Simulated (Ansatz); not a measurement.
`C=C([SiH3])[SiH2][SiH3]` + `[NH2][AlH2]` → `[AlH2][NH][SiH3]` + `C=C([SiH3])[SiH3]`  (cleavage of the Si–Si bond)

Program: Ansatz. Geometries: PBE0-D4/def2-TZVP. ΔE: electronic, gas phase. CCSD(T)/CBS adds triple-zeta CCSD(T) − MP2 to the extrapolated MP2 energy (def2 sets, frozen cores). This one scheme is used for every species. Functionals use def2-TZVPP. B3LYP here is the variant with VWN-RPA as its local correlation; programs differ in this. One conformer a species, not always the lowest.

| level | ΔE (kcal/mol) |
| --- | --- |
| B3LYP-D4 | -11.0 |
| r2SCAN | -10.4 |

Task: What does CCSD(T)/CBS give? (An estimate is asked.)

Result: Ansatz gave: -11.8 kcal/mol. The listed levels differ from it by 0.8, 1.4 kcal/mol.

Largest T1 diagnostic among the species: 0.013.

From PBE to PBE0 (25 % exact exchange), in def2-TZVPP and without D4, ΔE moves by −1.6 kcal/mol. The D4 term adds +0.9 kcal/mol with B3LYP and +0.6 kcal/mol with PBE0; it sums over pairs of atoms, weighted by their polarisabilities, and B3LYP, whose exchange is more repulsive, gets the larger term. In def2-TZVPP, CCSD(T) changes the Hartree–Fock value by +4.6 kcal/mol (the triples alone add +0.6 kcal/mol) and MP2 by +3.1 kcal/mol.
